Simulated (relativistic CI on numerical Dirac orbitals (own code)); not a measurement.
# Fe⁺ in a cubic cluster: 3p photoemission with charge transfer

Computed with a charge-transfer multiplet model of a cubic metal-ligand cluster with up to 2 ligand holes, Slater and spin-orbit integrals from Dirac-Coulomb-Breit ions, Slater integrals scaled by 0.8. The ground state mixes d7 with configurations of k ligand holes L, whose averages lie at kΔ + k(k − 1)U_dd/2; a core hole lowers each added d electron by U_cd. 300 K, Lorentzian 0.9 eV and Gaussian 0.8 eV FWHM.

Atomic integrals in eV (Slater integrals scaled, ζ unscaled), ground: F2dd 7.751, F4dd 4.773, zeta_d 0.042; with the core hole: F2dd 8.819, F4dd 5.479, zeta_d 0.049, zeta_core 0.991, F2cd 9.810, G1cd 12.185, G3cd 7.361.

Cluster parameters (eV): U_dd = 7.2, U_cd = 8.5, 10Dq = 0.4, 10Dq(ligand) = 0.2, V(eg) = 2, V(t2g) = -0.85, final-state hopping factor = 1.

```
      Case   n_d    d7   d8L  d9L2     S
Δ = 2.5 eV  7.27  0.74  0.25  0.01  1.50
Δ = 4.5 eV  7.17  0.84  0.16  0.00  1.50
Δ = 5.5 eV  7.13  0.87  0.13  0.00  1.50
Δ = 6.5 eV  7.11  0.89  0.10  0.00  1.50
Δ = 8.5 eV  7.07  0.93  0.07  0.00  1.50
```

Weights, n_d and S are thermal averages at 300 K. Binding energies count from the first peak over 30 % of the highest in each spectrum, which can be another peak from case to case. The parameters are a model scan and need not match a compound or its usual spin state. Peaks in eV (height, largest 100):
- Δ = 2.5 eV: 0.0 (100), 5.1 (77), 10.0 (59), 12.0 (38), 14.2 (34), 18.4 (26), 21.2 (10), 23.7 (36), 26.4 (5)
- Δ = 4.5 eV: 0.0 (100), 4.4 (86), 7.9 (64), 12.3 (39), 15.0 (34), 19.6 (32), 22.4 (29), 24.7 (6)
- Δ = 5.5 eV: 0.0 (100), 4.2 (88), 8.1 (57), 12.3 (37), 15.7 (31), 20.1 (35), 22.4 (17)
- Δ = 6.5 eV: 0.0 (100), 4.2 (83), 8.2 (46), 12.2 (29), 15.0 (24), 16.3 (26), 20.3 (34), 22.7 (6)
- Δ = 8.5 eV: 0.0 (100), 2.4 (61), 4.4 (60), 6.6 (42), 9.0 (31), 11.9 (19), 15.5 (31), 18.7 (18), 20.8 (16)

For the case Δ = 5.5 eV, Δ = 5.5 eV is smaller than U_dd = 7.2 eV, the charge-transfer side of the Zaanen-Sawatzky-Allen scheme. With the core hole the configuration with one ligand hole lies at Δ − U_cd = -6.0, -4.0, -3.0, -2.0, 0.0 eV from the one without, in the order of the table; where this is negative the screened configuration lies lower, though the effective hopping of about 2.8 eV (from the holes of the mixed ground state) mixes the two strongly wherever it is as large as the gap.
